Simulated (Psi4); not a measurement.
C$_{5}$H$_{11}$Si (SMILES [CH2][Si](C)(C)C=C), doublet, at a GFN2-xTB geometry. Base run: Psi4 with PBE0/def2-SV(P).

Geometry (Å):
```xyz
17

C     -0.4813    -0.5423     1.9399
Si    -0.3097    -0.1976     0.1317
C     -0.9186    -1.6857    -0.8959
C     -1.2636     1.3851    -0.3384
C      1.5372     0.0400    -0.2769
C      2.1195     1.1972    -0.5397
H     -0.5571     0.2394     2.6752
H     -0.4427    -1.5366     2.3489
H     -0.3833    -2.5893    -0.6219
H     -0.7694    -1.5254    -1.9597
H     -1.9761    -1.8695    -0.7347
H     -2.3340     1.2496    -0.2184
H     -0.9667     2.2175     0.2914
H     -1.0799     1.6676    -1.3706
H      2.1465    -0.8560    -0.2736
H      3.1730     1.2807    -0.7645
H      1.5668     2.1223    -0.5500
```
Charge 0, spin multiplicity 2.
Orbitals are unrestricted.
All else is at Psi4's defaults (density fitting).

Variants of this job, named by their change:

```tsv
change	basis functions	E (Eh)	dipole (D)
base	110	-485.95621	0.18
basis = cc-pVDZ-DK; relativity = none (with scf_type pk)	143	-486.10114	0.20
basis = cc-pVDZ-DK; relativity = spin-free X2C (with scf_type pk)	143	-486.90142	0.20
```

Absolute energies of different levels of theory aren't comparable as measures of quality.

Open shells are given as the SCF converged; they aren't shown to be the lowest states, and a large step between rows can be another state.

Basis sets contracted for a relativistic Hamiltonian are a mismatch without it, so the rows without relativity aren't non-relativistic limits. No row has spin-orbit coupling; sets with core potentials leave out the core electrons.
